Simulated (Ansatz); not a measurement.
CH4BeO (SMILES [CH3][Be][OH]) moved off its minimum; all values from Ansatz (a program for electronic structure), cores frozen in correlated methods.
(charge 0, multiplicity 1)
```xyz
7

Be    -0.1004    -0.0441     0.0917
C      0.9624     0.5209    -1.1028
H      1.9157    -0.0119    -1.0682
H      1.1965     1.6196    -0.9544
H      0.5927     0.3946    -2.0870
O     -0.8806    -0.5897     1.1174
H     -1.8084    -0.4541     1.3461
```

```
level               largest force (eV/Å)  on atom  rms difference from CCSD(T)/cc-pVTZ (eV/Å)  dipole (D)
------------------  --------------------  -------  ------------------------------------------  ----------
HF/def2-TZVPP                       2.24       O6                                       0.361        1.44
PBE/def2-TZVPP                      1.85       C2                                       0.158        1.30
r2SCAN/def2-TZVPP                   1.82       C2                                       0.058        1.33
B3LYP/def2-TZVPP                    1.79       C2                                       0.048        1.36
wB97M-V/def2-TZVPP                  1.81       C2                                       0.054        1.36
MP2/cc-pVTZ                         1.84       C2                                       0.062        1.39
CCSD(T)/cc-pVTZ                     1.81       C2                                       0.000        1.38
```

The differences count from one level among others, with limits of its own. Forces at CCSD(T)/cc-pVTZ (eV/Å):

```csv
atom,Fx,Fy,Fz
Be1,0.505,0.224,-0.544
C2,0.614,1.156,1.247
H3,0.098,0.001,0.096
H4,-0.223,-1.080,-0.200
H5,-0.508,-0.041,-1.156
O6,-1.165,-0.139,0.694
H7,0.679,-0.120,-0.137
```
